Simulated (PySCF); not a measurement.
Polarisability and C₆ of Sn⁻ (tin, charge -1)

[Kr] 4d10 5s2 5p3, high-spin 4S determinant. All numbers are calculated (PySCF 2.14, the spin-free X2C one-electron Hamiltonian (Gaussian nucleus), in aug-cc-pwCVTZ-DK3 (10s9p7d4f1g, 109 functions)). Coupled (time-dependent) response in atomic units; α is the mean over directions.

```
method  mean α (bohr³)  C₆ (like pair)  S(−4)
   UHF           159.0            2774  10870
```

S(−4) is the Cauchy moment in α(ω) = α(0) + S(−4) ω² + …

α(iu) at UHF:

```json
{"u (hartree)": "0", "α(iu) (bohr³)": "159.0"}
{"u (hartree)": "0.0500", "α(iu) (bohr³)": "137.2"}
{"u (hartree)": "0.100", "α(iu) (bohr³)": "102.6"}
{"u (hartree)": "0.200", "α(iu) (bohr³)": "57.60"}
{"u (hartree)": "0.300", "α(iu) (bohr³)": "35.79"}
{"u (hartree)": "0.500", "α(iu) (bohr³)": "17.75"}
{"u (hartree)": "0.750", "α(iu) (bohr³)": "9.854"}
{"u (hartree)": "1.00", "α(iu) (bohr³)": "6.525"}
{"u (hartree)": "1.50", "α(iu) (bohr³)": "3.719"}
{"u (hartree)": "2.00", "α(iu) (bohr³)": "2.513"}
{"u (hartree)": "3.00", "α(iu) (bohr³)": "1.423"}
{"u (hartree)": "5.00", "α(iu) (bohr³)": "0.6507"}
```

A single London oscillator, α(iu) = α/(1 + u²/ω²), gives C₆ = (3/4) ω α². Matching the computed C₆ needs ω = 4 × 2774 / (3 × 159.0²) = 0.146 hartree.

For an ion, C₆ is the dispersion term alone; charge-induced terms of lower order in 1/R come first.
